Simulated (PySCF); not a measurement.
**Hg(3+): interval between two levels**

Hg(3+) [Xe] 4f14 5d9 [2D5/2, M_J = 5/2] → Hg(3+) [Xe] 4f14 5d8 6s1 [4F9/2, M_J = 9/2], as a difference of total energies. Calculation: PySCF 2.14, in x2c-TZVPall-2c with one added diffuse shell each of s, p, d type (12s12p11d2f, 117 functions); the two-component X2C-1e Hamiltonian. Correlated levels: [Kr] 4d10 4f14 frozen; the 34 highest virtual spinors dropped. "Screened" scales the spin-orbit matrix elements by Boettger's factors to mimic the two-electron term; Breit and QED terms are absent.

| method | interval between two levels (cm⁻¹) |
| --- | --- |
| GHF (screened spin-orbit) | 62282 |
| GMP2 (screened spin-orbit) | 61358 |

The labels give the starting determinants; with spin-orbit coupling the two ends relaxed to ⟨J²⟩ = 8.77, ⟨L²⟩ = 6.19, ⟨S²⟩ = 0.93 and ⟨J²⟩ = 24.76, ⟨L²⟩ = 12.46, ⟨S²⟩ = 3.82.
